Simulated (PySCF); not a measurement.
# Cd⁺: interval between two levels

Cd⁺ [Kr] 4d10 5s1 [2S1/2, M_J = 1/2] → Cd⁺ [Kr] 4d9 5s2 [2D5/2, M_J = 5/2], as a difference of total energies. All numbers are calculated (PySCF 2.14, the two-component X2C-1e Hamiltonian, in x2c-TZVPall-2c with one added diffuse shell each of s, p, d type (9s10p8d1f, 86 functions)). Correlated levels: [Ar] 3d10 frozen; the 6 highest virtual spinors dropped. "Screened" scales the spin-orbit matrix elements by Boettger's factors to mimic the two-electron term; Breit and QED terms are absent.

| method | interval between two levels (cm⁻¹) |
| --- | --- |
| GHF (spin-free) | 72895 |
| GMP2 (spin-free) | 71254 |
| GHF (screened spin-orbit) | 70541 |
| GMP2 (screened spin-orbit) | 68806 |

The spin-free rows lack the spin-orbit shift.

Errors of the correlated levels include the incompleteness of this basis and the frozen core.

For comparison: 69259 cm⁻¹ (measured; NIST Handbook of Basic Atomic Spectroscopic Data (Sansonetti and Martin, J. Phys. Chem. Ref. Data 34, 1559 (2005))).
